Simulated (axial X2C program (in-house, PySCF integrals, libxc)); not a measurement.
**Worked dissociation energy of GaI⁻: MP2, scalar-relativistic**

Calculated with an axial X2C code built on PySCF integrals. Spin-free means the one-electron spin-free X2C Hamiltonian. Basis: I dyall-acv3z [12s13p9d5f1g], Ga dyall-acv3z [10s10p8d5f1g] (cores contracted in-house); Gaussian nuclei, density fitting, unrestricted open shells. Masses: I 126.904 u, Ga 68.926 u.

Molecular state: M_S = 1/2, Λ = 1 (beyond evenly filled blocks: π+α).

Correlated methods: 11 electrons correlated (number of frozen shells: I 4 s, 3 p, 2 d; Ga 3 s, 2 p, 1 d), 371 virtual spin orbitals or spinors in MP2.

* E(I-) (2M_S = 0, M_L = 0): -7112.995159 hartree
* E(Ga) (2M_S = 1, M_L = 0): -1942.266974 hartree
* E(GaI⁻) at Re: -9055.297460 hartree
* ωe: 131.8 cm⁻¹
* ωexe: 0.644 cm⁻¹

**Question.** Work out De and D0.

**Answer.** De = -7112.995159 + (-1942.266974) − (-9055.297460) = 0.03533 hartree = 0.961 eV. The zero-point energy is ωe/2 − ωexe/4 = 66 cm⁻¹ = 0.008 eV, so D0 = 0.953 eV.

One determinant describes the state; a PBE0 search over occupations chose it and may have missed a lower one. De is counted from the lowest determinant-based energies of the atoms at the same level, without counterpoise correction. With the outer-core shells frozen, correlated bond lengths of heavy atoms tend to come out a few hundredths of an ångström too long. Spin-free De lacks the spin–orbit lowering of the heavy p-block atom, a tenth of an eV or more for 4p and 5p, up to an eV for 6p and one to two eV for 7p atoms, less what an open-shell molecule gains itself.

Each atomic determinant is the lowest at this level and need not be a pure term. Totals compare only within one Hamiltonian and basis.
